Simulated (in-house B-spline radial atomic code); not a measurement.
The numbers below are computed, except where a source is named.
**Extrapolating the RPA correlation energy in partial waves: neutral lithium**

All-electron RPA on PBE0 orbitals from an all-electron radial atomic-structure program (B-spline basis), non-relativistic, point nucleus, configuration [He] 2s1, highest spin. RPA overbinds a lone outer s electron by self-correlation, and G0W0 tends to as well. With empty states up to angular momentum L the sums are:

| L | E_c(L) (hartree) |
| --- | --- |
| 2 | -0.098319 |
| 3 | -0.101110 |
| 4 | -0.102175 |
| 5 | -0.102662 |
| 6 | -0.102913 |
| 7 | -0.103055 |

For large l each further wave adds A/(l + 1/2)⁴, because the basis must build the cusp where two electrons meet.

**Question.** Estimate the limit from L = 6 and L = 7.

**Answer.** Wave 7 adds -0.000142, against a sum of (l + 1/2)⁻⁴ of 3.16049e-04, so A = -0.4493. The sum over l > 7 is ζ(4, 8.5) = 6.4602e-04, close to 1/(3 × 8³) = 6.5104e-04. The tail is -0.000290 and the limit -0.10335 hartree.

**Question.** How good is the estimate?

**Answer.** A run to L = 11 sums to -0.10325 and extrapolates to -0.10332 hartree, 0.00 millihartree from the run before. The estimate differs from that by -0.02 millihartree, while the bare sum at L = 7 misses 0.3 millihartree (0.3 %).
